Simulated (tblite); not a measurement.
Parent: `[SiH3:1][CH2:2][CH2:3][C:4]1=[CH:5][SiH2:6][CH2:7]1` with Si1–C2–C3–C4 180°, C2–C3–C4–C5 -100°, C5H12Si2.

The geometries are computed with GFN2-xTB (gas phase). One conformer each, not checked by frequencies here.

```tsv
coordinate of the parent	value
Si1–C2	1.900 Å
C2–C3	1.535 Å
C3–C4	1.488 Å
C4=C5	1.341 Å
C5–Si6	1.881 Å
Si6–C7	1.926 Å
C4–C7	1.511 Å
Si1–C2–C3	113.1°
C2–C3–C4	110.3°
C3–C4–C5	130.4°
C3–C4–C7	124.7°
C5–C4–C7	104.8°
C4–C5–Si6	94.7°
C5–Si6–C7	72.9°
C4–C7–Si6	87.6°
```

Question: How does the shared frame change in `[CH2:1]=[CH:2][C@H:3]1[SiH2:4][CH:5]=[C:6]1[CH2:7][CH2:8][SiH3:9]` with C1–C2–C3–Si4 123°, C5–C6–C7–C8 107°, C6–C7–C8–Si9 -177°, C7H14Si2? Atoms pair as Si1 = Si9, C2 = C8, C3 = C7, C4 = C6, C5 = C5, Si6 = Si4, C7 = C3 (parent first).

Answer: 
```csv
parent,relative,value in the relative,change
Si1–C2,Si9–C8,1.900 Å,0.000
C2–C3,C8–C7,1.533 Å,-0.002
C3–C4,C7–C6,1.488 Å,0.000
C4=C5,C6=C5,1.342 Å,+0.001
C5–Si6,C5–Si4,1.877 Å,-0.004
Si6–C7,Si4–C3,1.952 Å,+0.026
C4–C7,C6–C3,1.517 Å,+0.006
Si1–C2–C3,Si9–C8–C7,112.5°,-0.6
C2–C3–C4,C8–C7–C6,111.8°,+1.5
C3–C4–C5,C7–C6–C5,129.9°,-0.5
C3–C4–C7,C7–C6–C3,124.8°,+0.1
C5–C4–C7,C5–C6–C3,105.3°,+0.5
C4–C5–Si6,C6–C5–Si4,95.1°,+0.4
C5–Si6–C7,C5–Si4–C3,72.9°,0.0
C4–C7–Si6,C6–C3–Si4,86.7°,-0.9
```

Of the parent's bonds, Si6–C7 changes most (+0.026 Å). Bonds of the relative outside the shared frame: C1=C2 1.323, C2–C3 1.478 Å. Point group C1 → C1.
